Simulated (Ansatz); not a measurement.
Isolated molecules relaxed with PBE0-D4/def2-TZVP in Ansatz; ΔE leaves out vibrations. CCSD(T)/CBS is the MP2 limit (def2-TZVPP, def2-QZVPP) plus CCSD(T) − MP2 in def2-TZVPP, frozen cores. This one scheme is used for every species. DFT in def2-TZVPP. B3LYP here is the variant with VWN-RPA as its local correlation; programs differ in this. One conformer a species, not always the lowest.

Consider the formal exchange of groups at a C–S bond: `OC(F)S[SiH3]` + CH₄ → `CC(O)F` + `[SiH3]S`.

| level | ΔE (kJ/mol) | difference from CCSD(T)/CBS |
| --- | --- | --- |
| LDA (SPW92) | -11.1 | 7.5 |
| revPBE-D4 | -3.8 | 14.8 |
| r2SCAN-D4 | -11.2 | 7.4 |
| B97M-V | -14.4 | 4.2 |
| PBE0-D4 | -14.3 | 4.3 |
| B3LYP-D4 | -13.1 | 5.5 |
| PBE | -11.4 | 7.2 |
| r2SCANh | -14.8 | 3.8 |
| HF/def2-SVP | -42.5 | -23.9 |
| MP2/def2-TZVPP | -17.2 | 1.4 |
| CCSD(T)/def2-TZVPP | -20.4 | -1.8 |
| HF/def2-QZVPP | -36.5 | -17.9 |
| MP2/def2-QZVPP | -16.2 | 2.4 |
| SCS-MP2/def2-QZVPP | -19.9 | -1.3 |
| MP2/CBS(def2) | -15.3 | 3.3 |
| CCSD/CBS(def2) | -23.5 | -4.9 |
| CCSD(T)/CBS | -18.6 | 0 |

Largest T1 diagnostic among the species: 0.012.

From BLYP to BHLYP (50 % exact exchange), in def2-TZVPP and without D4, ΔE moves by −11.6 kJ/mol. The D4 term adds +7.3 kJ/mol with B3LYP and +4.0 kJ/mol with PBE0; it sums over pairs of atoms, weighted by their polarisabilities, and B3LYP, whose exchange is more repulsive, gets the larger term. Leaving LDA and LC-ωPBE aside and taking each functional with its dispersion term where it has one, the values, not all of them listed here, spread over 16.7 kJ/mol, from BHLYP-D4 to revPBE-D4.
